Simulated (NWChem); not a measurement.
System: carbon tetrabromide (CBr4); SMILES BrC(Br)(Br)Br

Here is an NWChem input.

```
start job
memory heap 200 mb stack 900 mb global 1100 mb
geometry units angstroms noautoz
  Br     1.203732     0.755855    -1.313529
  C     -0.000010    -0.000048     0.000043
  Br    -0.452561     1.348897     1.311995
  Br     0.860975    -1.493073     0.880437
  Br    -1.612157    -0.611723    -0.878863
end
basis spherical
  * library def2-tzvpd
end
dft
  xc r2scan
  iterations 150
  semidirect filesize 400000000
  mulliken
end
task dft energy
```

Structure relaxed at the PBE0/def2-SVP level.

### Question
Predict the main results of this run. (r2SCAN/def2-TZVPD.) Quantities: energy (Ha); highest occupied level (eV); orbital gap (eV).

### Answer
```
Item                             Value
---------------------------  ---------
energy (Ha)                  -10334.64
highest occupied level (eV)      -7.32
orbital gap (eV)                  3.81
```
